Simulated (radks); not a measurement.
Tl1.2+, configuration [Xe] 4f14 5d10 6s1.8 (fractional occupations, a model configuration). All-electron calculation, Dirac Kohn-Sham, PBEsol, spin-unpolarised, spherical densities, finite nucleus; Fermi nuclear charge, rms radius 5.4759 fm. Program: a radial shooting solver on a logarithmic mesh with Libxc functionals.

Spin-orbit splittings of the eigenvalues, e(l+1/2) - e(l-1/2), with zeta = 2 splitting/(2l+1) and mean radii in bohr:

shell  occ.  splitting (eV)  zeta (eV)  <r> j=l-1/2  <r> j=l+1/2
2p        6            2064       1376      0.05590      0.06469
3p        6           458.9      305.9       0.1674       0.1835
3d       10           98.04      39.22       0.1595       0.1644
4p        6           111.7      74.44       0.3932       0.4276
4d       10           20.84      8.334       0.4335       0.4446
4f       14           4.600      1.314       0.4645       0.4711
5p        6           20.28      13.52       0.9415        1.036
5d       10           2.222     0.8887        1.349        1.403
